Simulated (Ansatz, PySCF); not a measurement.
Reaction R1 → P1 + P2, each structure at its B3LYP-D3(BJ)/def2-TZVP stationary point, reached from a drawn start (curvature not checked).
R1: H6W (SMILES [WH6]), charge 0, multiplicity 1.
P1, H4W (SMILES [WH4]) (charge 0, multiplicity 3):
```
atom    x (Å)    y (Å)    z (Å)
----  -------  -------  -------
W      0.0000   0.0000   0.0000
H      0.9941   0.9744   0.9940
H      0.9810  -0.9932  -0.9886
H     -0.9755   1.0006  -0.9866
H     -0.9995  -0.9819   0.9813
```
P2: H2 (SMILES [H][H]), charge 0, multiplicity 1.

P less R. No zero-point or thermal terms; singlets are restricted closed shells; open shells are unrestricted; no spin–orbit coupling. The spin states of the d-block species are the ones drawn and need not be the lowest.

Correlated levels freeze the cores. CBS(a, b) extrapolates the correlation energy as X⁻³ and adds the Hartree–Fock energy of set b.

The values were computed with Ansatz (Gaussian basis) for Hartree–Fock, density functionals and correlated methods; PySCF for the D3/D4 terms. No computed number here is a measurement. Elements past Kr take the def2 small-core potentials, without spin–orbit coupling.

```
level                                reaction energy (eV)
-----------------------------------  --------------------
PBE-D3(BJ)/def2-TZVPP                               1.112
BLYP-D3(BJ)/def2-TZVPP                              0.856
r2SCAN-D4/def2-TZVPP                                0.758
CAM-B3LYP/def2-TZVPP                                0.632
wB97M-V/def2-TZVPP                                  0.717
B2PLYP-D3(BJ)/def2-TZVPP                            0.745
CCSD/def2-SVP                                       0.387
CCSD/def2-TZVPP                                       [?]
CCSD(T)/CBS(def2-TZVPP, def2-QZVPP)                   [?]
```

Question: Fill in the missing entries.

Answer: 
- CCSD/def2-TZVPP, reaction energy (eV): 0.509
- CCSD(T)/CBS(def2-TZVPP, def2-QZVPP), reaction energy (eV): 0.798

Ansatz is an electronic-structure program.
